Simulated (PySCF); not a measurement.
**Löwdin shares of the frontier orbitals**

Pd(PH3)4 (singlet state).
Cartesian coordinates in Å at the PBE0-D3(BJ)/def2-SVP level; atoms count from 1:
```
atom  x, y, z in Å
Pd1   -0.015   -0.002    0.003
P2    -0.016   -0.013    2.348
H3     0.630    1.008    3.109
H4     0.547   -1.076    3.118
H5    -1.217    0.038    3.118
P6     2.200   -0.010   -0.757
H7     3.085   -1.110   -0.545
H8     3.156    0.964   -0.335
H9     2.535    0.118   -2.139
P10   -1.104    1.926   -0.760
H11   -0.634    3.239   -0.452
H12   -2.458    2.225   -0.420
H13   -1.286    2.211   -2.147
P14   -1.098   -1.911   -0.819
H15   -0.616   -3.232   -0.569
H16   -1.293   -2.141   -2.214
H17   -2.446   -2.236   -0.478
```

Method: TDDFT CAM-B3LYP/def2-SVPD, vertical, gas phase, core orbitals frozen in the response, def2 core potentials past Kr in PySCF. Spin–orbit coupling is left out.

Frontier orbitals with the atoms that hold most of them (Löwdin shares over 4%, at most four atoms; ? is withheld):

| orbital | ε (eV) | atoms |
| --- | --- | --- |
| LUMO+2 | 1.20 | Pd1 28%, P14 9%, P2 8%, H17 8% |
| LUMO+1 | 1.20 | Pd1 28%, P6 10%, H7 8%, P2 7% |
| LUMO | 1.08 | Pd1 22%, P10 8%, P2 8%, P14 8% |
| HOMO | ? | ? |
| HOMO-1 | -6.74 | Pd1 56%, P10 12%, P2 9%, P6 5% |
| HOMO-2 | -6.76 | Pd1 56%, P14 10%, P2 8%, P10 6% |
| HOMO-3 | -8.52 | Pd1 86% |

Problem. Which atoms hold the HOMO, and with what shares?

Solution. Pd1 (bonded to 4 P) 56%; P6 (bonded to Pd and 3 H) 12%; P14 (bonded to Pd and 3 H) 7%; P2 (bonded to Pd and 3 H) 6%. By element: palladium 56%, phosphorus 25% or more.

Problem. What is the HOMO energy, and the HOMO–LUMO gap?

Solution. ε(HOMO) = -6.70 eV; the gap is 7.78 eV (0.2859 hartree).

Within 0.005 eV of a neighbour in this list lie LUMO+1/LUMO+2.

Problem. How does S1 compare with the orbital gap of 7.78 eV?

Solution. S1 is at 4.95 eV (f = 0.0003), 2.83 eV below the gap, made of HOMO→LUMO+3 (49%), HOMO-1→LUMO+1/LUMO+2 (≥33%). S1/S2 lie within about 0.01 eV of each other. Without the coupling terms of the response equations the lowest excitation would equal the gap.

Next come S2 at 4.95 eV (f 0.0015), HOMO→LUMO+1/LUMO+2 (≥49%), HOMO-2→LUMO+1/LUMO+2 (≥29%); S3 at 4.97 eV (f 0.0003), HOMO-1→LUMO+1/LUMO+2 (≥43%), HOMO-2→LUMO+3 (38%); S4 at 5.05 eV (f 0.0022), HOMO-1→LUMO+1/LUMO+2 (≥28%), HOMO→LUMO+3 (26%), HOMO→LUMO+1/LUMO+2 (≥18%); S5 at 5.07 eV (f 0.0044), HOMO-2→LUMO+1/LUMO+2 (≥44%), HOMO→LUMO+1/LUMO+2 (≥12%).

Orbitals of the list HOMO-3 to LUMO+2 that lie within 0.01 eV of each other are written together with a slash and their weights summed (≥ marks a lower bound); for degenerate orbitals outside that list single weights are arbitrary.
